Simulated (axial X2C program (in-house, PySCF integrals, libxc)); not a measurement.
**Nuclear properties of GeN**

Calculated with an in-house all-electron X2C program for linear molecules (integrals from PySCF): two-component X2C with atomic mean-field Coulomb and Gaunt terms, Gaussian nuclei, basis Ge dyall-cv3z, N dyall-av3z with contracted cores.

R = 1.739 Å (near the PBE0 minimum at charge 0 of the determinant lowest at the starting distance; the state shown can have its own minimum elsewhere).

Input and command:
```json
{"zs": [32, 7], "q": 0, "bas": ["dyall-cv3z", "dyall-av3z"], "r0": 1.71, "levels": ["PBE0", "HF", "r2SCAN", "BP86", "PBE"], "nst": 3}
```
```bash
python soeom.py task.json out
```

Keys: zs atomic numbers; q charge; bas basis sets; r0 starting distance in Å; levels methods; nst determinants followed.

Determinant lowest in the PBE0 search, Ω = 3/2 (⟨Sz⟩ = 0.50, ⟨Lz⟩ = 1.00 at PBE0), spin on the atoms Ge -0.03, N 0.53:

| level | Eeff magnitude (GV/cm) | Ws magnitude Ge (kHz) | A∥/gI Ge (MHz) | qzz Ge (a.u.) | A∥/gI N (MHz) | qzz N (a.u.) | μ (D) |
| --- | --- | --- | --- | --- | --- | --- | --- |
| PBE0 | 0.0629 | 0.0235 | 169 | -5.02 | 60.6 | -1.08 | -2.93 |
| HF | 0.532 | 0.147 | 307 | -4.60 | 11.1 | -1.17 | -2.18 |
| r2SCAN | 0.135 | 0.0445 | 208 | -4.83 | 66.3 | -1.14 | -2.66 |
| BP86 | 0.015 | 0.0114 | 156 | -4.74 | 68 | -1.12 | -2.69 |
| PBE | 0.0169 | 0.0118 | 154 | -4.77 | 70.7 | -1.10 | -2.70 |

Eeff is the effective electric field on the electron electric dipole moment in this Ω state and Ws the scalar–pseudoscalar constant of the nucleus named (defined with the proton number Z and per Ω); A∥ (defined per Ω) follows by multiplying with gI = μI/(I μN); qzz is the electric field gradient, eQq0 = 234.96 MHz × Q/barn × qzz; μ is positive if the N end (last atom) is positive. The operators were transformed with the bare-nucleus X2C matrices; with these basis sets, hyperfine constants and field gradients can be off by tens of per cent, and where levels differ in sign neither size nor sign is settled.

Task: With gI(73Ge) = -0.1954, Q(73Ge) = -0.196 barn, Q(14N) = 0.02044 barn (g factors from the IAEA table of nuclear moments by Stone; Q from Pyykkö, Mol. Phys. 2018), turn the PBE0 values of the first state into constants in MHz.

Result: A∥(73Ge) = 169 × -0.1954 = -33 MHz; eQq0(73Ge) = 234.96 × (-0.196) × (-5.02) = 231 MHz; eQq0(14N) = 234.96 × (0.02044) × (-1.08) = -5.19 MHz.

Each state is one determinant with collinear spin. Unrestricted Hartree–Fock can overshoot spin polarisation at the nuclei. Where Eeff spreads by more than a factor of two the levels disagree and none is to be relied on. At BP86, PBE, r2SCAN a later determinant lies lower. States lie within half an eV, so the first need not be the ground state. Further determinants of the search, some of them spin-mixed, are not shown. Where a field gradient or hyperfine factor spreads by more than a factor of two over the levels, a constant derived from it is not to be relied on.
